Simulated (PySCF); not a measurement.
# Indirect couplings

Cartesian coordinates in Å; atom numbers follow the order of the lines, from 1:
```xyz
25

C     3.5463   -0.5032   -0.3735
C     2.7834   -1.6950   -0.3443
C     1.4062   -1.6890   -0.1927
C     0.6977   -0.4842   -0.0599
C     1.4766    0.7394   -0.0928
C     2.9023    0.6959   -0.2495
C     0.8421    1.9547    0.0234
C    -0.5989    2.0850    0.1809
C    -1.3901    0.8260    0.2198
C    -2.7769    0.8863    0.3739
C    -3.5297   -0.2785    0.4159
C    -2.9023   -1.5266    0.3036
C    -1.5316   -1.6014    0.1493
C    -0.7429   -0.4305    0.1028
H     4.6298   -0.5503   -0.4939
H     3.2968   -2.6550   -0.4447
H     0.8806   -2.6426   -0.1792
H     3.4547    1.6383   -0.2681
H     1.4394    2.8724   -0.0042
H    -0.7835    2.6986    1.0887
H    -0.9641    2.7611   -0.6219
H    -3.2690    1.8581    0.4623
H    -4.6135   -0.2216    0.5372
H    -3.4962   -2.4419    0.3382
H    -1.0670   -2.5833    0.0648
```

Total charge +1.

Couplings: B3LYP/pcJ-1 (without the spin–dipole term) in PySCF 2.14.0 with density-fitted response routines, geometry PBE0-D3(BJ)/def2-SVP; gas phase, one conformer, non-relativistic. Couplings are averaged over pairs made equivalent by symmetry, fast rotation or ring inversion, so a value needn't be that of the named pair in this geometry, while other rotamers aren't included; one pair stands for each set, and the list holds a selection of those of at least 1.5 Hz over up to four bonds, among pairs with at least one H atom (others weren't computed).

Isotopes: 13C, 1H.

| pair | bonds | J (Hz) |
| --- | --- | --- |
| C1, H15 | 1 | ? |
| C2, H16 | 1 | ? |
| C3, H17 | 1 | 176.4 |
| C6, H18 | 1 | ? |
| C7, H19 | 1 | 176.6 |
| C8, H20 | 1 | 131.2 |
| C10, H22 | 1 | 172.1 |
| C11, H23 | 1 | ? |
| C12, H24 | 1 | 177.6 |
| C13, H25 | 1 | ? |
| C2, H15 | 2 | 2.6 |
| C4, H17 | 2 | 2.2 |
| C5, H18 | 2 | 4.5 |
| C7, H20 | 2 | -5.0 |
| C13, H24 | 2 | 2.1 |
| C1, H17 | 3 | 8.0 |
| C2, H18 | 3 | ? |
| C3, H15 | 3 | ? |
| C5, H20 | 3 | 2.3 |
| C6, H19 | 3 | 6.8 |
| C7, H18 | 3 | 5.8 |
| C9, H25 | 3 | ? |
| C10, H20 | 3 | 3.0 |
| C12, H22 | 3 | 8.1 |
| C13, H23 | 3 | 8.2 |
| H15, H18 | 3 | 9.4 |

**Question.** Estimate the withheld couplings, with signs.

**Answer.** 
- 1J(C1,H15) = 182.7 Hz (bond length 1.091 Å, sp2 carbon)
- 1J(C2,H16) = 175.7 Hz (bond length 1.093 Å, sp2 carbon)
- 1J(C6,H18) = 179.0 Hz (bond length 1.093 Å, sp2 carbon)
- 1J(C11,H23) = 176.2 Hz (bond length 1.092 Å, sp2 carbon)
- 1J(C13,H25) = 170.4 Hz (bond length 1.090 Å, sp2 carbon)
- 3J(C2,H18) = 8.9 Hz (dihedral angle 180°)
- 3J(C3,H15) = 7.2 Hz (dihedral angle 180°)
- 3J(C9,H25) = 6.8 Hz (dihedral angle 180°)
